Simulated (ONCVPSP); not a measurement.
## Building the ONCV potential for bromine (Br) (LDA (Perdew-Wang 92), scalar-relativistic).

ONCVPSP 4.0.1 input, shortened (lines: element, Z, core and valence counts, functional; n l f; lmax; l rc ep ncon nbas qcut; lloc lpopt rc5 dvloc0; l nproj debl; icmod fcfact rcfact), LDA (Perdew-Wang 92), scalar-relativistic:

```
  Br 35.00    4    4  -001012      upf
    1    0    2.00
    2    0    2.00
    2    1    6.00
    3    0    2.00
    3    1    6.00
    3    2   10.00
    4    0    2.00
    4    1    4.75
    2
    0    1.50    0.00    3    6    3.70
    1    1.15    0.00    4    8    9.50
    2    0.50    0.00    4    8   22.10
    4    1    0.40    0.00
    0    2    2.80
    1    2    2.40
    2    2    1.80
    3    5.25    1.30
```

In the d channel the program set the typed energies aside and used -2.558, 0.250 Ha.

All-electron outer shells of the reference configuration (LDA (PZ), scalar-relativistic, ld1.x):

```tsv
shell	level (eV)	outermost node (bohr)	outermost maximum (bohr)
2p	-1530.50	–	0.13
3s	-239.82	0.23	0.48
3p	-175.83	0.21	0.48
3d	-69.62	–	0.43
4s	-22.76	0.67	1.41
4p	-10.29	0.70	1.64
```

Calculated quality:

| Item | Value |
| --- | --- |
| Cutoffs needed | 622 Ha and 951 Ha (the cutoffs (Ha) at which the residual kinetic energy of the hardest occupied pseudo-wave falls to 1 and 0.1 mHa per electron) |
| Ghost test | ghosts flagged at negative energy: s at -598.2 eV; GHOST(+) flagged for s at 213.9 eV; a true bound ghost makes a file unfit for plane-wave use |
| Largest excitation error | -73 meV (all-electron minus pseudo) for 3p6 3d9 4s2 4p6, out of 4 test configurations |
| rms error of d²Exc/dni dnj | 3.78 mHa without and 2.29 mHa with the model core |

Generation and tests took about 3.9 s on one core of a shared server CPU.
